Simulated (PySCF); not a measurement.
C2H8Si, quintet, geometry from GFN2-xTB of the parent state (a higher spin typed on purpose: for a closed-shell molecule this is an excited state); MP2/6-31G** (PySCF).

Input for PySCF:
```python
from pyscf import gto, scf, mp

mol = gto.M(
    atom='''
Si    0.03546107   -0.43348006   -0.37037273
C     1.45753028    0.73873281    0.08712166
C    -1.52290395    0.06040205    0.59567275
H     0.40740896   -1.81447085   -0.03255476
H    -0.23071309   -0.34547884   -1.81294296
H     1.21576604    1.77029475   -0.15390745
H     2.36525377    0.48151727   -0.45044984
H     1.68282158    0.69510725    1.14919776
H    -2.35613024   -0.59304426    0.35515928
H    -1.82783780    1.07758693    0.36542227
H    -1.36078226    0.00239943    1.66852748
''',
    basis='6-31g**',
    spin=4,
    verbose=4,
)

mf = scf.UHF(mol)
mf.kernel()

pt = mp.MP2(mf)
pt.kernel()
print('E(MP2) = %.10f' % pt.e_tot)
mf.analyze()
```

The log (banner, timings and long lists left out):

```
PySCF version 2.14.0

[INPUT] verbose = 4
[INPUT] num. atoms = 11
[INPUT] num. electrons = 34
[INPUT] charge = 0
[INPUT] spin (= nelec alpha-beta = 2S) = 4
[INPUT] symmetry False subgroup None
[INPUT] Mole.unit = angstrom
[INPUT] Symbol           X                Y                Z      unit          X                Y                Z       unit  Magmom
[...]
nuclear repulsion = 113.530060693735
number of shells = 44
number of NR pGTOs = 161
number of NR cGTOs = 86
basis = 6-31g**
ecp = {}

******** <class 'pyscf.scf.uhf.UHF'> ********
method = UHF
initial guess = minao
damping factor = 0
level_shift factor = 0
DIIS = <class 'pyscf.scf.diis.CDIIS'>
diis_start_cycle = 1
diis_space = 8
diis_damp = 0
SCF conv_tol = 1e-09
SCF conv_tol_grad = None
SCF max_cycles = 50
direct_scf = True
direct_scf_tol = 1e-13
number electrons alpha = 19  beta = 15
Set gradient conv threshold to 3.16228e-05
init E= -369.283721977259

cycle= 1 E= -368.600740855713  delta_E= 0.683  |g|= 0.292  |ddm|= 7.21

cycle= 2 E= -368.68170913716  delta_E= -0.081  |g|= 0.127  |ddm|=  1.7

cycle= 3 E= -368.697744888835  delta_E= -0.016  |g|= 0.0525  |ddm|= 0.475

cycle= 4 E= -368.704185297639  delta_E= -0.00644  |g|= 0.0217  |ddm|= 0.654

cycle= 5 E= -368.706123515204  delta_E= -0.00194  |g|= 0.0116  |ddm|= 0.513

cycle= 6 E= -368.706914787746  delta_E= -0.000791  |g|= 0.00614  |ddm|= 0.43

cycle= 7 E= -368.707202412759  delta_E= -0.000288  |g|= 0.00268  |ddm|= 0.316

cycle= 8 E= -368.707257145571  delta_E= -5.47e-05  |g|= 0.00124  |ddm|= 0.133

cycle= 9 E= -368.707267788703  delta_E= -1.06e-05  |g|= 0.000556  |ddm|= 0.0557

cycle= 10 E= -368.707269578449  delta_E= -1.79e-06  |g|= 0.000244  |ddm|= 0.0171

cycle= 11 E= -368.707269928407  delta_E= -3.5e-07  |g|= 0.000103  |ddm|= 0.00887

cycle= 12 E= -368.707269986329  delta_E= -5.79e-08  |g|= 4.24e-05  |ddm|= 0.00394

cycle= 13 E= -368.70726999586  delta_E= -9.53e-09  |g|= 1.82e-05  |ddm|= 0.00156

cycle= 14 E= -368.707269997407  delta_E= -1.55e-09  |g|= 7.87e-06  |ddm|= 0.000596

cycle= 15 E= -368.707269997665  delta_E= -2.58e-10  |g|= 3.2e-06  |ddm|= 0.000281

Extra cycle  E= -368.707269997689  delta_E= -2.38e-11  |g|= 2.05e-06  |ddm|= 4.15e-05
converged SCF energy = -368.707269997689  <S^2> = 6.0128434  2S+1 = 5.0051347

******** <class 'pyscf.mp.ump2.UMP2'> ********
nocc = (np.int64(19), np.int64(15)), nmo = (86, 86)
E(UMP2) = -369.092097675868  E_corr = -0.384827678178872
E(SCS-UMP2) = -369.097454921927  E_corr = -0.390184924237786
E_corr(same-spin) = -0.0826249495117627
E_corr(oppo-spin) = -0.30220272866711
E(MP2) = -369.0920976759
**** SCF Summaries ****
Total Energy =                        -368.707269997688968
Nuclear Repulsion Energy =             113.530060693734512
One-electron Energy =                 -731.404035455975986
Two-electron Energy =                  249.166704764552492
Two-electron Coulomb Energy =          282.690239183032702
DFT Exchange-Correlation Energy =      -33.523534418480210
**** MO energy ****
                             alpha | beta                alpha | beta
[...]
To work with the spin densities directly, `use mulliken_meta_spin()` only printing them here.

 ** Mulliken spin pop alpha/beta on meta-lowdin orthogonal AOs **
 ** Mulliken Spin Density (per AO)  **
spin_pop of  0 Si 1s        0.00000
spin_pop of  0 Si 2s        0.00001
spin_pop of  0 Si 3s        0.05156
spin_pop of  0 Si 4s        0.02372
spin_pop of  0 Si 2px       0.00000
spin_pop of  0 Si 2py       0.00000
spin_pop of  0 Si 2pz       0.00000
spin_pop of  0 Si 3px       0.73416
spin_pop of  0 Si 3py       0.47088
spin_pop of  0 Si 3pz       0.34098
spin_pop of  0 Si 4px       0.14775
spin_pop of  0 Si 4py       0.06139
spin_pop of  0 Si 4pz       0.04328
spin_pop of  0 Si 3dxy      0.02350
spin_pop of  0 Si 3dyz      0.00414
spin_pop of  0 Si 3dz^2     0.00745
spin_pop of  0 Si 3dxz      0.01873
spin_pop of  0 Si 3dx2-y2    0.01342
spin_pop of  1 C 1s       -0.00000
spin_pop of  1 C 2s        0.20254
spin_pop of  1 C 3s        0.01093
spin_pop of  1 C 2px       0.36801
spin_pop of  1 C 2py       0.27137
spin_pop of  1 C 2pz       0.06387
spin_pop of  1 C 3px       0.00314
spin_pop of  1 C 3py       0.00234
spin_pop of  1 C 3pz       0.00108
spin_pop of  1 C 3dxy      0.00245
spin_pop of  1 C 3dyz      0.00055
spin_pop of  1 C 3dz^2     0.00068
spin_pop of  1 C 3dxz      0.00045
spin_pop of  1 C 3dx2-y2    0.00075
spin_pop of  2 C 1s       -0.00000
spin_pop of  2 C 2s        0.20254
spin_pop of  2 C 3s        0.01093
spin_pop of  2 C 2px       0.44050
spin_pop of  2 C 2py       0.06969
spin_pop of  2 C 2pz       0.19307
spin_pop of  2 C 3px       0.00347
spin_pop of  2 C 3py       0.00141
spin_pop of  2 C 3pz       0.00167
spin_pop of  2 C 3dxy      0.00068
spin_pop of  2 C 3dyz      0.00053
spin_pop of  2 C 3dz^2     0.00000
spin_pop of  2 C 3dxz      0.00199
spin_pop of  2 C 3dx2-y2    0.00167
spin_pop of  3 H 1s        0.05908
spin_pop of  3 H 2s        0.00361
spin_pop of  3 H 2px       0.00148
spin_pop of  3 H 2py       0.00114
spin_pop of  3 H 2pz       0.00046
spin_pop of  4 H 1s        0.05908
spin_pop of  4 H 2s        0.00361
spin_pop of  4 H 2px       0.00147
spin_pop of  4 H 2py       0.00068
spin_pop of  4 H 2pz       0.00095
spin_pop of  5 H 1s       -0.00150
spin_pop of  5 H 2s        0.00453
spin_pop of  5 H 2px       0.00011
spin_pop of  5 H 2py      -0.00012
spin_pop of  5 H 2pz       0.00007
spin_pop of  6 H 1s        0.02617
spin_pop of  6 H 2s        0.00287
spin_pop of  6 H 2px      -0.00019
spin_pop of  6 H 2py       0.00034
spin_pop of  6 H 2pz       0.00021
spin_pop of  7 H 1s       -0.00150
spin_pop of  7 H 2s        0.00453
spin_pop of  7 H 2px      -0.00004
spin_pop of  7 H 2py       0.00008
spin_pop of  7 H 2pz       0.00003
spin_pop of  8 H 1s        0.02617
spin_pop of  8 H 2s        0.00287
spin_pop of  8 H 2px      -0.00016
spin_pop of  8 H 2py       0.00028
spin_pop of  8 H 2pz       0.00025
spin_pop of  9 H 1s       -0.00150
spin_pop of  9 H 2s        0.00453
spin_pop of  9 H 2px      -0.00006
spin_pop of  9 H 2py       0.00001
spin_pop of  9 H 2pz       0.00011
spin_pop of  10 H 1s       -0.00150
spin_pop of  10 H 2s        0.00453
spin_pop of  10 H 2px       0.00010
spin_pop of  10 H 2py       0.00004
spin_pop of  10 H 2pz      -0.00007
 ** Mulliken Spin Density (per atom)  **
spin density of  0 Si =      1.94098
spin density of  1 C =      0.92815
spin density of  2 C =      0.92815
spin density of  3 H =      0.06578
spin density of  4 H =      0.06578
spin density of  5 H =      0.00309
spin density of  6 H =      0.02940
spin density of  7 H =      0.00309
spin density of  8 H =      0.02940
spin density of  9 H =      0.00309
spin density of  10 H =      0.00309
 ** Mulliken pop alpha/beta on meta-lowdin orthogonal AOs **
 ** Mulliken pop       alpha | beta **
In total            19.00000 | 15.00000
 ** Mulliken atomic charges   ( Nelec_alpha | Nelec_beta ) **
charge of  0Si =     -0.11974  (     8.03036      6.08938 )
charge of  1C =     -0.36958  (     3.64887      2.72071 )
charge of  2C =     -0.36958  (     3.64887      2.72071 )
charge of  3H =      0.00130  (     0.53224      0.46646 )
charge of  4H =      0.00130  (     0.53224      0.46646 )
charge of  5H =      0.14258  (     0.43026      0.42717 )
charge of  6H =      0.14299  (     0.44320      0.41380 )
charge of  7H =      0.14258  (     0.43026      0.42717 )
charge of  8H =      0.14299  (     0.44320      0.41380 )
charge of  9H =      0.14258  (     0.43026      0.42717 )
charge of  10H =      0.14258  (     0.43026      0.42717 )
Dipole moment(X, Y, Z, Debye): -0.26535,  3.24370,  2.77147
```
